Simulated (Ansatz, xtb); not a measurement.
Process, species as SMILES: C=C[Si](F)(F)F + 6 [H][H] (H2) → 2 C (CH4) + 3 F (HF) + [SiH4] (SiH4)
Each molecule is optimised on its own at B3LYP-D3(BJ)/def2-TZVP (Ansatz, a first-principles code), one conformer each, not searched for the lowest.

Quantity: energy of full hydrogenation (electronic energy difference), in kJ/mol. Cores are frozen in the correlated levels unless marked. No spin-orbit coupling. No relativistic terms. CBS(X,Y): correlation extrapolated as X^-3; Hartree-Fock from the larger set.

| level | program | energy of full hydrogenation (kJ/mol) |
|---|---|---|
| GFN2-xTB | xtb | -36.1 |
| HF/6-31G* | Ansatz | 131.6 |

Q: Predict the CCSD(T)/CBS(cc-pV(T+d)Z,cc-pV(Q+d)Z) result (Ansatz).

A: 137.0 kJ/mol, so HF/6-31G* differs from it by -5.4 kJ/mol.
